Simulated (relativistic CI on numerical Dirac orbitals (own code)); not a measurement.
d6 in a ligand field

Computed with a parametric ligand-field model of a d^n configuration (Racah B and C, spin-orbit zeta, crystal field), exact diagonalisation.

Field parameters in Wybourne normalisation: Oh B⁴₀ = 21Dq, B⁴₄ = √(5/14) B⁴₀. The field is a parameter set, without covalency.

Question: Ground term and bands for B = 580, C = 2250, ζ = 0 cm⁻¹, Oh, 10Dq = 11650 cm⁻¹?

Answer: Ground term 1A1 with 0.06 electrons in the two orbitals of the cubic e set. Spin-allowed: 1T1 10376 cm⁻¹ (964 nm), 1T2 16959 cm⁻¹ (590 nm), 1E 21861 cm⁻¹ (457 nm), 1T2 22111 cm⁻¹ (452 nm). Lowest spin-forbidden: 5T2 3925 cm⁻¹ (2548 nm), 3T1 5412 cm⁻¹ (1848 nm), 3T2 8699 cm⁻¹ (1150 nm).

Question: Ground term and bands for B = 870, C = 3090, ζ = 0 cm⁻¹, Oh, 10Dq = 11400 cm⁻¹?

Answer: Ground term 5T2 with 2.00 electrons in the two orbitals of the cubic e set. Spin-allowed: 5E 11400 cm⁻¹ (877 nm). Lowest spin-forbidden: 1A1 3764 cm⁻¹ (2657 nm), 3T1 6648 cm⁻¹ (1504 nm), 3T2 10778 cm⁻¹ (928 nm).

Question: Ground term and bands for B = 630, C = 2300, ζ = 0 cm⁻¹, Oh, 10Dq = 18000 cm⁻¹?

Answer: Ground term 1A1 with 0.04 electrons in the two orbitals of the cubic e set. Spin-allowed: 1T1 16544 cm⁻¹ (604 nm), 1T2 24629 cm⁻¹ (406 nm), 1E 34256 cm⁻¹ (292 nm), 1T2 34326 cm⁻¹ (291 nm). Lowest spin-forbidden: 3T1 11518 cm⁻¹ (868 nm), 3T2 15530 cm⁻¹ (644 nm), 5T2 15741 cm⁻¹ (635 nm).

Question: Ground term and bands for B = 900, C = 4210, ζ = 0 cm⁻¹, Oh, 10Dq = 36150 cm⁻¹?

Answer: Ground term 1A1 with 0.03 electrons in the two orbitals of the cubic e set. Spin-allowed: 1T1 33264 cm⁻¹ (301 nm), 1T2 45567 cm⁻¹ (219 nm), 1T2 68153 cm⁻¹ (147 nm), 1E 68878 cm⁻¹ (145 nm). Lowest spin-forbidden: 3T1 24343 cm⁻¹ (411 nm), 3T2 30419 cm⁻¹ (329 nm), 5T2 36124 cm⁻¹ (277 nm).

Question: A d6 ion in Oh symmetry has the ground term 1A1 and bands at 3T1 20630 cm⁻¹ (485 nm), 3T2 27344 cm⁻¹ (366 nm), 5T2 28518 cm⁻¹ (351 nm), 1T1 29504 cm⁻¹ (339 nm), 1T2 43066 cm⁻¹ (232 nm), 1T2 61005 cm⁻¹ (164 nm), 1E 61161 cm⁻¹ (164 nm). Which parameters reproduce them?

Answer: B = 1040, C = 4100, ζ = 0 cm⁻¹, Oh, 10Dq = 32150 cm⁻¹.
